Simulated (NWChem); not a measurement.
Molecule: HSeCl; SMILES Cl[SeH]

Computed with NWChem. Structure relaxed at the PBE0/def2-SVP level. Ions are spin-unrestricted doublets at the neutral geometry; other ion states weren't tried.

For level PBE/def2-SVP:

```
Item                                   Result
-------------------------------------  ------
vertical ionisation energy, ΔSCF (eV)    9.27
−ε(HOMO) (eV)                            5.61
```

Q: What are these values for level PBE0/def2-SVP?

A: 
| Item | Result |
|---|---|
| vertical ionisation energy, ΔSCF (eV) | 9.53 |
| −ε(HOMO) (eV) | 6.93 |
